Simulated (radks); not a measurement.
Valence configurations of neutral hafnium (all share [Xe]). Method: Dirac Kohn-Sham, BLYP, spin-unpolarised, spherical densities, finite nucleus; open shells fill j = l - 1/2 first; Fermi nuclear charge, rms radius 5.347 fm; computed with a radial shooting solver on a logarithmic mesh with Libxc functionals. Energies are relative to 4f14 5d2 6s2; eigenvalues in eV.

| valence | E (eV) | e(4f5/2) | e(4f7/2) | e(5d3/2) | e(6p1/2) | e(6p3/2) |
|---|---|---|---|---|---|---|
| 4f14 5d2 6s2 | 0.000 | -17.215 | -15.471 | -2.688 | - | - |
| 4f14 5d1 6s2 6p1 | 1.826 | -20.503 | -18.758 | -4.874 | -2.334 | - |
| 4f14 5d3 6s1 | 2.427 | -15.777 | -14.034 | -1.933 | - | - |
| 4f14 5d2 6s1 6p1 | 3.486 | -18.449 | -16.705 | -3.708 | -2.079 | - |
| 4f14 6s2 6p2 | 5.159 | -24.195 | -22.447 | - | -3.127 | - |
| 4f14 5d4 | 5.175 | -14.829 | -13.086 | -1.511 | - | - |
| 4f14 5d2 6p2 | 7.171 | -19.587 | -17.842 | -4.627 | -2.551 | - |
| 4f13 5d2 6s2 6p1 | 18.952 | -28.464 | -26.637 | -6.172 | -2.427 | - |
| 4f12 5d4 6s2 | 38.888 | -33.120 | -31.211 | -4.735 | - | - |
| 4f12 5d1 6s2 6p3 | 57.589 | -45.624 | -43.708 | -13.349 | -4.347 | -3.442 |

NIST lists [Xe] 4f14 5d2 6s2 as the ground configuration; this level of theory agrees among the configurations tried. The energies are those of spherical spin-averaged densities, not of single terms.
